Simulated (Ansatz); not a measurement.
`CCCCC(N)=O` + H₂O → `NC(=O)CO` + propane  (formal hydrolysis of a C–C bond)

Gas-phase electronic energies from Ansatz, PBE0-D4/def2-TZVP geometries. CCSD(T)/CBS adds triple-zeta CCSD(T) − MP2 to the extrapolated MP2 energy (def2 sets, frozen cores). This one scheme is used for every species. DFT in def2-TZVPP. B3LYP here is the variant with VWN-RPA as its local correlation; programs differ in this. Each species was taken in one conformer, which may not be the lowest.

```tsv
level	ΔE (kJ/mol)
B3LYP-D4	35.4
PBE	32.1
r2SCAN	35.8
MP2/CBS(def2)	56.0
```

What does CCSD(T)/CBS give? (An estimate is asked.)

Ansatz gave: +49.7 kJ/mol. The listed levels differ from it by -14.3, -17.6, -13.9, 6.3 kJ/mol.

Largest T1 diagnostic among the species: 0.014.

The D4 term adds +6.9 kJ/mol with B3LYP and +4.3 kJ/mol with PBE0; it sums over pairs of atoms, weighted by their polarisabilities, and B3LYP, whose exchange is more repulsive, gets the larger term. In def2-TZVPP, CCSD(T) changes the Hartree–Fock value by +16.3 kJ/mol (the triples alone add +1.3 kJ/mol) and MP2 by +22.6 kJ/mol. From PBE to PBE0 (25 % exact exchange), in def2-TZVPP and without D4, ΔE moves by +4.0 kJ/mol.
